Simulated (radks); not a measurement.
The numbers below are computed, except where a source is named.
Q: The mean radii <r> (bohr) of the occupied orbitals of an atom or ion are listed with their occupations. Code: a radial shooting solver on a logarithmic mesh with Libxc functionals. Model: scalar-relativistic Kohn-Sham, PBE, spin-polarised, spherical densities, point nucleus.

| orbital | occ. | <r> |
|---|---|---|
| 1s up | 1 | 0.07685 |
| 1s down | 1 | 0.07685 |
| 2s up | 1 | 0.3643 |
| 2s down | 1 | 0.3643 |
| 2p up | 3 | 0.3278 |
| 2p down | 3 | 0.3278 |
| 3s up | 1 | 1.155 |
| 3s down | 1 | 1.154 |
| 3p up | 3 | 1.269 |
| 3p down | 3 | 1.264 |
| 4s up | 1 | 3.577 |

Name the element and its charge. Open shells, if any, are filled with parallel spins first.

A: Z = 20, calcium, charge +1: Ca+ in [Ar] 4s1. The 1s radius gives Z: for a bare nucleus <r> = (2 gamma + 1)/(2Z) with gamma = sqrt(1 - (Z/c)^2), 0.07446 bohr for Z = 20, and screening makes it slightly larger (0.07685 here). The occupations add up to 19, and the charge is Z minus that.
